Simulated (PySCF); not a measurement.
Working out the ionisation energy of P+

P+ [Ne] 3s2 3p2 (3P) → P(2+) [Ne] 3s2 3p1 (2P). All numbers are calculated (PySCF 2.14, scalar relativity by spin-free X2C-1e, in x2c-TZVPPall). Frozen: 1s2. Energies in hartree (1 hartree = 27.21139 eV):

```tsv
part	P+ (lower)	P(2+) (upper)
UHF	-341.162357	-340.458611
MP2 opposite-spin	-0.162590	-0.153728
MP2 same-spin	-0.059033	-0.051257
```

**Question.** What does Hartree-Fock give?

**Answer.** (-340.458611) − (-341.162357) = 0.703746 hartree = 19.150 eV.

**Question.** What do MP2 and SCS-MP2 (6/5 opposite-spin, 1/3 same-spin) give?

**Answer.** The opposite-spin parts differ by 0.241 eV and the same-spin parts by 0.212 eV. MP2: 19.150 + (0.241) + (0.212) = 19.603 eV. SCS-MP2: 19.150 + 1.2 × (0.241) + (0.212)/3 = 19.510 eV.

A first-order spin-orbit estimate adds -0.007 eV to MP2 (valence and next inner shell), giving 19.596 eV against 19.769 eV (semi-empirical (NIST evaluation); NIST Atomic Spectra Database, ionization energies).

What remains against the reference includes basis incompleteness, the frozen core and correlation beyond second order.
